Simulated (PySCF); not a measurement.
Geometry:
```csv
atom,x (Å),y (Å),z (Å)
C1,3.153,0.668,-0.487
O2,1.951,0.583,0.222
C3,1.263,-0.607,0.048
C4,-0.125,-0.431,0.609
C5,-0.958,-1.703,0.654
C6,-2.372,-1.207,0.382
C7,-2.133,-0.114,-0.638
O8,-0.884,0.475,-0.229
Al9,-0.283,2.237,-0.972
H10,3.592,1.651,-0.272
H11,3.865,-0.120,-0.175
H12,2.983,0.591,-1.577
H13,1.185,-0.882,-1.025
H14,1.759,-1.452,0.573
H15,-0.045,0.050,1.598
H16,-0.634,-2.394,-0.143
H17,-0.852,-2.225,1.614
H18,-3.043,-1.990,0.004
H19,-2.819,-0.785,1.296
H20,-2.020,-0.513,-1.660
H21,-2.887,0.683,-0.655
H22,0.217,3.045,0.316
H23,0.765,1.821,-2.121
H24,-1.742,2.635,-1.533
```

Geometry: PBE0-D3(BJ)/def2-SVP; GIAO absolute shieldings from PySCF, gas phase, non-relativistic, averaged over equivalent atoms.

At PBE0/pcSseg-1 (235 basis functions, 50 s wall time on 1 thread of an Arm Neoverse V1, shared host):
```json
{"atoms": "C4", "σ (ppm)": "100.9"}
{"atoms": "C7", "σ (ppm)": "109.2"}
{"atoms": "C3", "σ (ppm)": "109.8"}
{"atoms": "C1", "σ (ppm)": "125.8"}
{"atoms": "C5", "σ (ppm)": "153.6"}
{"atoms": "C6", "σ (ppm)": "156.7"}
{"atoms": "O8", "σ (ppm)": "272.9"}
{"atoms": "O2", "σ (ppm)": "310.6"}
{"atoms": "Al9", "σ (ppm)": "415.2"}
{"atoms": "H21", "σ (ppm)": "26.75"}
{"atoms": "H15", "σ (ppm)": "27.09"}
{"atoms": "H22/H23/H24", "σ (ppm)": "27.15"}
{"atoms": "H20", "σ (ppm)": "27.52"}
{"atoms": "H10/H11/H12", "σ (ppm)": "27.90"}
{"atoms": "H14", "σ (ppm)": "27.97"}
{"atoms": "H13", "σ (ppm)": "28.35"}
{"atoms": "H17", "σ (ppm)": "29.31"}
{"atoms": "H19", "σ (ppm)": "29.33"}
{"atoms": "H18", "σ (ppm)": "29.51"}
{"atoms": "H16", "σ (ppm)": "29.94"}
```

Estimate the result of repeating the calculation with WP04/pcSseg-1.

Answers


```
      atoms  σ at WP04/pcSseg-1  change
         C4                85.8   -15.1
         C7                95.2   -14.0
         C3                97.6   -12.2
         C1               112.6   -13.2
         C5               139.7   -13.9
         C6               142.5   -14.2
         O8               255.8   -17.1
         O2               291.7   -18.9
        Al9               429.6   +14.4
        H21               27.14   +0.39
        H15               27.40   +0.31
H22/H23/H24               28.50   +1.35
        H20               27.87   +0.35
H10/H11/H12               28.31   +0.41
        H14               28.34   +0.37
        H13               28.58   +0.23
        H17               29.69   +0.38
        H19               29.66   +0.33
        H18               29.85   +0.34
        H16               30.19   +0.25
```

The largest change is at O2 (ether oxygen). Cost: 235 basis functions, 47 s wall time on 1 thread of an Arm Neoverse V1, shared host. The order of the carbon signals is the same at both levels.
